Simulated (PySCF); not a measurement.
## The third ionisation energy along the second row

All values are computed (PySCF 2.14, energy differences of UHF-based or UKS calculations, no spin-orbit coupling). Values in eV. The last column holds reference values (NIST; (s) semi-empirical, (t) theoretical, else measured). Unmarked ones compare directly (S terms, centres of terms, or small fine structure); those marked * lie between the lowest fine-structure levels and include a spin-orbit shift.

```
                        element               configurations     LDA     PBE    PBE0  CCSD(T) (valence and next inner shell)  CCSD (valence)  CCSD(T) (valence)     reference
 B (dyall-acv3z, spin-free X2C)               [He] 2s1 → 1s2  37.909  38.301  38.241                                  37.921             n/a                n/a        37.931
 C (dyall-acv3z, spin-free X2C)          [He] 2s2 → [He] 2s1  46.967  47.126  47.061                                  47.866          47.828             47.828        47.888
 N (dyall-acv3z, spin-free X2C)      [He] 2s2 2p1 → [He] 2s2  47.868  48.023  48.005                                  47.320          47.240             47.269  47.445 (s) *
 O (dyall-acv3z, spin-free X2C)  [He] 2s2 2p2 → [He] 2s2 2p1  55.419  55.270  55.303                                  54.836          54.781             54.792  54.936 (s) *
 F (dyall-acv3z, spin-free X2C)  [He] 2s2 2p3 → [He] 2s2 2p2  63.180  62.851  62.928                                  62.662          62.621             62.623  62.708 (s) *
Ne (dyall-acv3z, spin-free X2C)  [He] 2s2 2p4 → [He] 2s2 2p3  63.633  63.874  63.721                                  63.123          63.074             63.094      63.423 *
```

"Valence" correlates the outer s and p shells and, in groups 3 to 12 and the f block, the outer d or f shell, open or full, or the next shell where the ion has no valence electron left; the wider scheme adds the next inner shell.
